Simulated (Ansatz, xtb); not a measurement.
## Two isomers of C4H4O3S2

Structure I is `CSc1oc(=O)oc1S`, a singlet and structure II is `CS(=O)(=O)C(=C=S)C=O`, a singlet. Both are isolated molecules in the gas phase, relaxed with r2SCAN-D4/def2-SVP; the shapes shown needn't be the lowest conformers.

I (Å):

```yaml
atoms:
  - { symbol: C, position_ang: [-2.7026, 1.1268, 0.2322] }
  - { symbol: C, position_ang: [-0.1138, 1.2255, -0.6006] }
  - { symbol: C, position_ang: [0.4890, 1.5694, -2.7243] }
  - { symbol: C, position_ang: [1.0338, 0.5401, -0.8227] }
  - { symbol: O, position_ang: [-0.4507, 1.8813, -1.7784] }
  - { symbol: O, position_ang: [0.4846, 1.9222, -3.8582] }
  - { symbol: O, position_ang: [1.4309, 0.7707, -2.1310] }
  - { symbol: S, position_ang: [-1.0231, 1.4998, 0.8407] }
  - { symbol: S, position_ang: [2.0634, -0.3239, 0.2705] }
  - { symbol: H, position_ang: [-2.9406, 1.7572, -0.6351] }
  - { symbol: H, position_ang: [-2.7988, 0.0619, -0.0218] }
  - { symbol: H, position_ang: [-3.3828, 1.3730, 1.0591] }
  - { symbol: H, position_ang: [2.1808, -1.4366, -0.4969] }
```

II (Å):

```xyz
13

C    -1.9526    0.0997   -0.1275
C     0.6549    0.9023   -0.8609
C     1.5912    1.4809   -0.1216
C     0.3559    1.2091   -2.2726
O    -0.1294   -1.6349   -0.9282
O     0.1717   -0.5085    1.3425
O    -0.5795    0.7341   -2.8782
S    -0.2587   -0.4693   -0.0558
S     2.6762    2.1457    0.7589
H    -2.0432    1.0114    0.4766
H    -2.5432   -0.7201    0.3063
H    -2.2078    0.2601   -1.1829
H     1.0591    1.9378   -2.7437
```

Task: Estimate E(II) − E(I) at the level CCSD(T)/def2-SVP + ΔMP2/def2-TZVPP.

Result: Calculated at CCSD(T)/def2-SVP + ΔMP2/def2-TZVPP: E(II) − E(I) = +156.2 kJ/mol, so structure I lies lower.

Level by level:

```tsv
level	geometry	E(II) − E(I) (kJ/mol)	departure from the last row (kJ/mol)	job, with rough time for the two
GFN2-xTB	GFN2-xTB	+260.7	+104.5	optimisation, 0.28 s
HF/STO-3G	GFN2-xTB	+1326.0	+1169.7	single point, 0.56 s
r2SCAN-D4/def2-SVP//GFN2-xTB	GFN2-xTB	+264.2	+108.0	single point, 4.9 s
r2SCAN-D4/def2-SVP	r2SCAN-D4/def2-SVP	+267.1	+110.9	optimisation, 1.9 min
HF/def2-SVP	r2SCAN-D4/def2-SVP	+356.2	+200.0	part of the CCSD(T) run
MP2/def2-SVP	r2SCAN-D4/def2-SVP	+280.3	+124.1	part of the CCSD(T) run
CCSD(T)/def2-SVP	r2SCAN-D4/def2-SVP	+304.7	+148.5	single point
CCSD(T)/def2-SVP + ΔMP2/def2-TZVPP	r2SCAN-D4/def2-SVP	+156.2		single point, 2.3 min
```

As drawn, II has 2 O=S, 1 C=S, 1 C–C, 1 C–H in place of 1 C–S, 4 C–O, 1 S–H. Structure I has a 5-membered ring, II no ring.

The levels shown agree on the order. The largest departure from CCSD(T)/def2-SVP + ΔMP2/def2-TZVPP is that of HF/STO-3G, 1169.7 kJ/mol. The last row adds to CCSD(T) the change of the MP2 difference between the two basis sets, here −148.5 kJ/mol, a large step that makes the value less sure.

With thermal terms from frequencies at re-optimised GFN2-xTB minima (ideal gas, soft modes damped towards free rotors, one conformer each, 298.15 K, 1 atm): on the last row, ΔE + ΔZPE = +156.9, ΔH = +158.2, ΔG = +155.8 kJ/mol.

The correlated steps freeze 17 core orbitals. Codes used: Ansatz 0.2.0, xtb 6.7.1; the last row on 4 threads of Arm Neoverse V1 on a shared host.
